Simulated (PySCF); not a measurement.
B(OH)2(SMe) (CH5BO2S), SMILES CSB(O)O. Heavy atoms are numbered as in [B:1]([OH:2])([OH:4])[S:6][CH3:7]. Hydrogens are named by the atom that carries them.

The structure is a stationary point at B3LYP-D3(BJ)/def2-SVP. The values are those of a single conformer.

Computed with PBE/def2-TZVP (PySCF).

Atomic charges (e), one atom of each kind:

```json
[
 {"atom": "B1", "Löwdin": "-1.27", "meta-Löwdin": "0.30"},
 {"atom": "O2 (OH)", "Löwdin": "0.19", "meta-Löwdin": "___"},
 {"atom": "H on O2", "Löwdin": "0.20", "meta-Löwdin": "0.34"},
 {"atom": "S6", "Löwdin": "0.64", "meta-Löwdin": "___"},
 {"atom": "C7 (CH3)", "Löwdin": "-0.48", "meta-Löwdin": "-0.40"},
 {"atom": "H on C7", "Löwdin": "0.11", "meta-Löwdin": "___"}
]
```

Problem. Some entries are withheld; supply them. (An estimate is asked for; the answer gives what the named calculation found.)

Solution. 
- O2 (OH), meta-Löwdin: -0.50
- S6, meta-Löwdin: 0.02
- H on C7, meta-Löwdin: 0.13

Computed Mayer and Wiberg (Löwdin basis) orders of the bonds:
```
bond   Mayer  Wiberg
-----  -----  ------
B1–O2   1.34    2.01
B1–O4   1.32    1.98
B1–S6   1.27    1.76
S6–C7   1.02    1.38
```
